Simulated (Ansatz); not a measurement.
Pulling on the Si5–H6 bond in BH5OSi (SMILES BO[SiH3]) (multiplicity 1 held, fragments rigid). Energies count from the point at 1.477 Å.
Geometry at that point (charge 0, multiplicity 1):
```xyz
8

B     -0.355     0.168     1.746
H     -1.122     0.723     2.474
H      0.516    -0.542     2.166
O     -0.489     0.357     0.418
Si     0.331    -0.201    -0.915
H      0.863     0.968    -1.643
H     -0.630    -0.934    -1.764
H      1.435    -1.094    -0.498
```

Restricted levels (R-, RO-) in cc, def2 and unpolarised 6-31G sets keep to the state of the molecule at rest. U- levels take the lowest unrestricted solution at each point, which mixes spins at long bonds. Active spaces are followed from a long bond inwards. Levels need not reach the same state.

Frozen-core correlation.

Run with Ansatz (Gaussian basis) for Hartree–Fock, density functionals and correlated methods. 

Energies in kJ/mol.

```json
[
 {"R (Å)": "1.182", "R-HF/cc-pV(T+d)Z": "124", "U-HF/cc-pV(T+d)Z": "124", "U-SCS-MP2/cc-pV(T+d)Z": "122", "FIC-MRCISD+Q on CASSCF(2,2)/cc-pV(T+d)Z": "123"},
 {"R (Å)": "1.329", "R-HF/cc-pV(T+d)Z": "23", "U-HF/cc-pV(T+d)Z": "23", "U-SCS-MP2/cc-pV(T+d)Z": "23", "FIC-MRCISD+Q on CASSCF(2,2)/cc-pV(T+d)Z": "24"},
 {"R (Å)": "1.477", "R-HF/cc-pV(T+d)Z": "0", "U-HF/cc-pV(T+d)Z": "0", "U-SCS-MP2/cc-pV(T+d)Z": "0", "FIC-MRCISD+Q on CASSCF(2,2)/cc-pV(T+d)Z": "0"},
 {"R (Å)": "1.625", "R-HF/cc-pV(T+d)Z": "18", "U-HF/cc-pV(T+d)Z": "18", "U-SCS-MP2/cc-pV(T+d)Z": "18", "FIC-MRCISD+Q on CASSCF(2,2)/cc-pV(T+d)Z": "16"},
 {"R (Å)": "1.772", "R-HF/cc-pV(T+d)Z": "58", "U-HF/cc-pV(T+d)Z": "58", "U-SCS-MP2/cc-pV(T+d)Z": "56", "FIC-MRCISD+Q on CASSCF(2,2)/cc-pV(T+d)Z": "52"},
 {"R (Å)": "1.994", "R-HF/cc-pV(T+d)Z": "135", "U-HF/cc-pV(T+d)Z": "135", "U-SCS-MP2/cc-pV(T+d)Z": "129", "FIC-MRCISD+Q on CASSCF(2,2)/cc-pV(T+d)Z": "121"},
 {"R (Å)": "2.215", "R-HF/cc-pV(T+d)Z": "217", "U-HF/cc-pV(T+d)Z": "216", "U-SCS-MP2/cc-pV(T+d)Z": "219", "FIC-MRCISD+Q on CASSCF(2,2)/cc-pV(T+d)Z": "191"},
 {"R (Å)": "2.585", "R-HF/cc-pV(T+d)Z": "343", "U-HF/cc-pV(T+d)Z": "289", "U-SCS-MP2/cc-pV(T+d)Z": "347", "FIC-MRCISD+Q on CASSCF(2,2)/cc-pV(T+d)Z": "287"},
 {"R (Å)": "2.954", "R-HF/cc-pV(T+d)Z": "449", "U-HF/cc-pV(T+d)Z": "315", "U-SCS-MP2/cc-pV(T+d)Z": "389", "FIC-MRCISD+Q on CASSCF(2,2)/cc-pV(T+d)Z": "350"},
 {"R (Å)": "3.397", "R-HF/cc-pV(T+d)Z": "550", "U-HF/cc-pV(T+d)Z": "324", "U-SCS-MP2/cc-pV(T+d)Z": "404", "FIC-MRCISD+Q on CASSCF(2,2)/cc-pV(T+d)Z": "388"},
 {"R (Å)": "3.988", "R-HF/cc-pV(T+d)Z": "648", "U-HF/cc-pV(T+d)Z": "327", "U-SCS-MP2/cc-pV(T+d)Z": "409", "FIC-MRCISD+Q on CASSCF(2,2)/cc-pV(T+d)Z": "404"},
 {"R (Å)": "4.726", "R-HF/cc-pV(T+d)Z": "730", "U-HF/cc-pV(T+d)Z": "328", "U-SCS-MP2/cc-pV(T+d)Z": "411", "FIC-MRCISD+Q on CASSCF(2,2)/cc-pV(T+d)Z": "408"}
]
```

Doubts at one or more of the structures used: a restricted determinant that unrestricted orbitals would lower (R-HF/cc-pV(T+d)Z); a spin-contaminated determinant (U-HF/cc-pV(T+d)Z, U-SCS-MP2/cc-pV(T+d)Z).

Ansatz is a quantum-chemistry and plane-wave program.
